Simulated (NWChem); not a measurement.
## Atomisation of C₃H₅ClSi

```xyz
10

Si    -2.4619    -0.1070    -0.6868
C     -1.1694    -0.6406     0.5700
C      0.1156    -0.5920     0.3246
C      1.3921    -0.5426     0.0368
Cl     2.3793     0.8495     0.3491
H     -1.7792     0.3470    -1.9315
H     -3.2887     1.0020    -0.1210
H     -3.3703    -1.2542    -0.9927
H     -1.4993    -1.0048     1.5545
H      1.9264    -1.3818    -0.4169
```
Charge 0, spin multiplicity 1.

The numbers come from NWChem runs, not from measurements. The geometry was optimised at PBE0/def2-SVP, a minimum by its harmonic frequencies.

Basis set: def2-TZVP. The atomisation energy is electronic alone: no zero-point, thermal, spin-orbit or counterpoise terms. No value is extrapolated to the basis-set limit. Free atoms are single determinants with multiplicities Si 3, C 3, Cl 2, H 2.

B3LYP has NWChem's definition, with VWN1-RPA local correlation. The structure started from a generated list of species. No SCF solution was tested for a lower state.

Question: One of these methods gave an atomisation energy of 884.7 kcal/mol. Which?
A) TPSS
B) BLYP
C) PBE0
D) B3LYP

Answer: D, B3LYP. The others give 894.6 (PBE0), 882.1 (BLYP), 902.5 (TPSS).
